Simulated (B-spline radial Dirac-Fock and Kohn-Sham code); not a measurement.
## What relativity does to the binding energies of Co

System: atomic cobalt in the configuration 1s2 2s2 2p6 3s2 3p6 3d7 4s2.

Both columns are ΔSCF binding energies of the configuration average from a radial finite-basis atomic code: non-relativistic Hartree-Fock with a point nucleus, and Dirac-Fock with a finite nucleus and the Coulomb interaction alone, averaged over the two j levels with weights 2j+1.

```tsv
shell	Hartree-Fock (eV)	Dirac-Fock (eV)	shift (eV)	shift (%)
1s	7658.5	7735.3	+76.83	+1.00
2s	927.5	943.8	+16.29	+1.76
2p	796.6	799.7	+3.08	+0.39
3s	117.1	119.6	+2.50	+2.13
3p	76.07	76.51	+0.44	+0.58
3d	12.96	12.56	-0.40	-3.12
4s	7.01	7.12	+0.11	+1.51
```

Relativity binds 1s, 2s, 2p, 3s, 3p, 4s more strongly, among those listed most of all 3s in relative terms, and 3d more weakly, because the contracted s and p shells screen the nucleus better.

Values without a named source are computed, but for edge energies of neutral atoms, which are taken from tables.
